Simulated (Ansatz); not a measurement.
Reaction (substitution at a C–Si bond): `O[SiH2]C(F)Cl` + H₂Te → `FC(Cl)[TeH]` + `O[SiH3]`

Calculated with Ansatz (gas phase, PBE0-D4/def2-TZVP geometries, no zero-point term in ΔE). CCSD(T)/CBS is the MP2 limit (def2-TZVPP, def2-QZVPP) plus CCSD(T) − MP2 in def2-TZVPP, frozen cores. Functionals use def2-TZVPP. B3LYP here is the variant with VWN-RPA as its local correlation; programs differ in this. def2 core potentials past Kr. For Te outer-core shells are correlated without core-valence functions, which leaves a few kJ/mol of doubt a bond. Each species was taken in one conformer, which may not be the lowest.

```json
{"level": "PBE-D4", "ΔE (kJ/mol)": "41.7", "difference from CCSD(T)/CBS": "0.5"}
{"level": "r2SCAN-D4", "ΔE (kJ/mol)": "46.2", "difference from CCSD(T)/CBS": "5.0"}
{"level": "PBE0-D4", "ΔE (kJ/mol)": "46.3", "difference from CCSD(T)/CBS": "5.1"}
{"level": "B3LYP-D4", "ΔE (kJ/mol)": "43.7", "difference from CCSD(T)/CBS": "2.5"}
{"level": "ωB97X-V", "ΔE (kJ/mol)": "47.6", "difference from CCSD(T)/CBS": "6.4"}
{"level": "ωB97M-V", "ΔE (kJ/mol)": "49.2", "difference from CCSD(T)/CBS": "8.0"}
{"level": "B2PLYP", "ΔE (kJ/mol)": "42.9", "difference from CCSD(T)/CBS": "1.7"}
{"level": "PBE", "ΔE (kJ/mol)": "41.3", "difference from CCSD(T)/CBS": "0.1"}
{"level": "r2SCAN", "ΔE (kJ/mol)": "45.7", "difference from CCSD(T)/CBS": "4.5"}
{"level": "PBE0", "ΔE (kJ/mol)": "45.9", "difference from CCSD(T)/CBS": "4.7"}
{"level": "B3LYP", "ΔE (kJ/mol)": "43.5", "difference from CCSD(T)/CBS": "2.3"}
{"level": "HF/def2-TZVPP", "ΔE (kJ/mol)": "52.3", "difference from CCSD(T)/CBS": "11.1"}
{"level": "MP2/def2-TZVPP", "ΔE (kJ/mol)": "39.6", "difference from CCSD(T)/CBS": "-1.6"}
{"level": "SCS-MP2/def2-TZVPP", "ΔE (kJ/mol)": "39.3", "difference from CCSD(T)/CBS": "-1.9"}
{"level": "CCSD/def2-TZVPP", "ΔE (kJ/mol)": "47.5", "difference from CCSD(T)/CBS": "6.3"}
{"level": "CCSD(T)/def2-TZVPP", "ΔE (kJ/mol)": "45.3", "difference from CCSD(T)/CBS": "4.1"}
{"level": "HF/def2-QZVPP", "ΔE (kJ/mol)": "51.6", "difference from CCSD(T)/CBS": "10.4"}
{"level": "MP2/def2-QZVPP", "ΔE (kJ/mol)": "37.0", "difference from CCSD(T)/CBS": "-4.2"}
{"level": "SCS-MP2/def2-QZVPP", "ΔE (kJ/mol)": "37.3", "difference from CCSD(T)/CBS": "-3.9"}
{"level": "HF/CBS(def2)", "ΔE (kJ/mol)": "51.5", "difference from CCSD(T)/CBS": "10.3"}
{"level": "MP2/CBS(def2)", "ΔE (kJ/mol)": "35.5", "difference from CCSD(T)/CBS": "-5.7"}
{"level": "CCSD/CBS(def2)", "ΔE (kJ/mol)": "43.4", "difference from CCSD(T)/CBS": "2.2"}
{"level": "CCSD(T)/CBS", "ΔE (kJ/mol)": "41.2", "difference from CCSD(T)/CBS": "0"}
```

Largest T1 diagnostic among the species: 0.011.

In def2-TZVPP, CCSD(T) changes the Hartree–Fock value by −7.0 kJ/mol (the triples alone add −2.3 kJ/mol) and MP2 by −12.7 kJ/mol. From PBE to PBE0 (25 % exact exchange), in def2-TZVPP and without D4, ΔE moves by +4.6 kJ/mol.
